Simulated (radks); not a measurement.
Fractional charge and spin in the 5p shell of dysprosium: the spin-up occupation runs from 2 to 3 and the spin-down occupation from 2 to 3; the fullest corner is Dy+, [Kr] 4d10 4f(up 5, down 5) 5s2 6s(up 0.5, down 0.5) 5p(up 3, down 3). Method: scalar-relativistic Kohn-Sham, PBE, spin-polarised, spherical densities, finite nucleus; Fermi nuclear charge, rms radius of each element as measured or else 0.836 A^(1/3) + 0.57 fm; computed with a radial shooting solver on a logarithmic mesh with Libxc functionals. Energy (eV) above the fullest corner. The planes named below are the two flat planes that join the four corners, with an edge along up + down = one added electron.

| down \ up | 2 | 2.5 | 3 |
|---|---|---|---|
| 2 | 88.307 | 61.350 | 37.580 |
| 2.5 | 61.350 | 37.800 | 17.322 |
| 3 | 37.580 | 17.322 | 0.000 |

Corners above the fullest one (they belong to Dy2+ and the next ion): (up 3, down 2) 37.580 eV, (up 2, down 3) 37.580 eV, (up 2, down 2) 88.307 eV. With half an added electron in each spin the energy lies 0.220 eV from the planes, and with half an added electron in spin up alone -1.593 eV. The planes are only a guide here: the flat-plane condition holds for ground states with one frontier orbital, while this shell lies below other occupied shells, so the corners above the fullest one are inner-hole states and not the ground states of those ions.
